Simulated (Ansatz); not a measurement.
Consider the redistribution: `C=N[SiH](C)F` + `N[SiH2]S[SiH3]` → `C[SiH](F)S[SiH3]` + `C=N[SiH2]N`.

Isolated molecules relaxed with PBE0-D4/def2-TZVP in Ansatz; ΔE leaves out vibrations. CCSD(T)/CBS adds triple-zeta CCSD(T) − MP2 to the extrapolated MP2 energy (def2 sets, frozen cores). DFT in def2-TZVPP. B3LYP here is the variant with VWN-RPA as its local correlation; programs differ in this. Each species was taken in one conformer, which may not be the lowest.

`C=N[SiH](C)F`:

```xyz
11

C     1.681   -0.459   -1.368
N     1.243    0.051   -0.306
Si   -0.135   -0.432    0.611
C    -1.330    0.974    0.711
F    -0.879   -1.692   -0.057
H     2.574   -0.047   -1.853
H     1.221   -1.322   -1.872
H     0.357   -0.876    1.936
H    -2.205    0.696    1.304
H    -1.669    1.266   -0.286
H    -0.858    1.841    1.178
```

`N[SiH2]S[SiH3]`:

Z-matrix (Å, degrees):
```
Si
S 1 2.154
N 1 1.707 2 113.7
H 1 1.486 2 106.2 3 -121.3
H 1 1.482 2 109.3 3 119.0
Si 2 2.132 1 97.2 3 145.8
H 3 1.007 1 120.7 2 -60.2
H 3 1.007 1 119.6 2 85.1
H 6 1.483 2 106.5 1 172.1
H 6 1.485 2 111.2 1 -68.4
H 6 1.486 2 111.3 1 52.8
```

`C[SiH](F)S[SiH3]`:

```xyz
12

C    -1.605    0.933   -0.142
Si   -0.443    0.334    1.168
F    -0.742   -1.220    1.421
S     1.608    0.578    0.659
Si    1.791   -0.960   -0.820
H    -1.441    0.412   -1.087
H    -2.640    0.769    0.169
H    -1.458    2.002   -0.308
H    -0.623    1.052    2.450
H     2.963   -0.595   -1.652
H     0.573   -1.022   -1.668
H     2.015   -2.283   -0.190
```

`C=N[SiH2]N`:

Z-matrix (Å, degrees):
```
Si
N 1 1.750
N 1 1.708 2 114.0
H 1 1.493 2 109.5 3 120.4
H 1 1.482 2 105.7 3 -118.9
C 2 1.257 1 123.1 3 -123.4
H 3 1.007 1 120.1 2 76.0
H 3 1.007 1 120.3 2 -69.0
H 6 1.097 2 120.7 1 -179.8
H 6 1.104 2 124.1 1 0.2
```

```json
{"level": "PBE-D4", "ΔE (kJ/mol)": "8.8", "difference from CCSD(T)/CBS": "0.8"}
{"level": "r2SCAN-D4", "ΔE (kJ/mol)": "9.5", "difference from CCSD(T)/CBS": "1.5"}
{"level": "PBE0-D4", "ΔE (kJ/mol)": "9.2", "difference from CCSD(T)/CBS": "1.2"}
{"level": "B3LYP-D4", "ΔE (kJ/mol)": "8.2", "difference from CCSD(T)/CBS": "0.2"}
{"level": "ωB97X-V", "ΔE (kJ/mol)": "8.1", "difference from CCSD(T)/CBS": "0.1"}
{"level": "ωB97M-V", "ΔE (kJ/mol)": "7.9", "difference from CCSD(T)/CBS": "-0.1"}
{"level": "B2PLYP", "ΔE (kJ/mol)": "8.9", "difference from CCSD(T)/CBS": "0.9"}
{"level": "PBE", "ΔE (kJ/mol)": "10.0", "difference from CCSD(T)/CBS": "2.0"}
{"level": "r2SCAN", "ΔE (kJ/mol)": "9.8", "difference from CCSD(T)/CBS": "1.8"}
{"level": "PBE0", "ΔE (kJ/mol)": "10.4", "difference from CCSD(T)/CBS": "2.4"}
{"level": "B3LYP", "ΔE (kJ/mol)": "10.1", "difference from CCSD(T)/CBS": "2.1"}
{"level": "HF/def2-TZVPP", "ΔE (kJ/mol)": "10.6", "difference from CCSD(T)/CBS": "2.6"}
{"level": "MP2/def2-TZVPP", "ΔE (kJ/mol)": "7.4", "difference from CCSD(T)/CBS": "-0.6"}
{"level": "SCS-MP2/def2-TZVPP", "ΔE (kJ/mol)": "7.8", "difference from CCSD(T)/CBS": "-0.2"}
{"level": "CCSD/def2-TZVPP", "ΔE (kJ/mol)": "8.6", "difference from CCSD(T)/CBS": "0.6"}
{"level": "CCSD(T)/def2-TZVPP", "ΔE (kJ/mol)": "8.0", "difference from CCSD(T)/CBS": "0.0"}
{"level": "HF/def2-QZVPP", "ΔE (kJ/mol)": "10.5", "difference from CCSD(T)/CBS": "2.5"}
{"level": "MP2/def2-QZVPP", "ΔE (kJ/mol)": "7.3", "difference from CCSD(T)/CBS": "-0.7"}
{"level": "SCS-MP2/def2-QZVPP", "ΔE (kJ/mol)": "7.8", "difference from CCSD(T)/CBS": "-0.2"}
{"level": "HF/CBS(def2)", "ΔE (kJ/mol)": "10.5", "difference from CCSD(T)/CBS": "2.5"}
{"level": "MP2/CBS(def2)", "ΔE (kJ/mol)": "7.4", "difference from CCSD(T)/CBS": "-0.6"}
{"level": "CCSD/CBS(def2)", "ΔE (kJ/mol)": "8.6", "difference from CCSD(T)/CBS": "0.6"}
{"level": "CCSD(T)/CBS", "ΔE (kJ/mol)": "8.0", "difference from CCSD(T)/CBS": "0"}
```

Largest T1 diagnostic among the species: 0.012.

CCSD(T)/CBS has its own doubt, a few kJ/mol and more with outer-core shells, so smaller differences from it don't rank the levels.
